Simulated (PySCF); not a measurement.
W(O)(S)(NH2)2 (H4N2OSW), SMILES [S]=[W]([NH2])(=[O])[NH2], multiplicity 1.

Geometry optimised at PBE-D3(BJ)/def2-SVP. The multiplicity is an assumed one; no other spin state was optimised. The structure was generated by enumeration; whether it is a known compound was not checked. The def2 effective core potentials stand for the cores of W; spin–orbit coupling is left out. Other conformers were not sampled.

All values below come from PBE/def2-TZVP (PySCF).

Symmetry labels are those of the subgroup Cs that the program uses (full group Cs).

Computed valence orbital energies around the gap with their symmetry:
```tsv
orbital	symmetry	energy (eV)
HOMO−7	A'	-9.20
HOMO−6	A'	-9.07
HOMO−5	A"	-8.60
HOMO−4	A'	-8.18
HOMO−3	A'	-7.12
HOMO−2	A"	-7.10
HOMO−1	A"	-6.15
HOMO	A'	-6.07
LUMO	A"	-2.86
LUMO+1	A'	-2.16
LUMO+2	A'	-1.50
LUMO+3	A"	-1.10
```
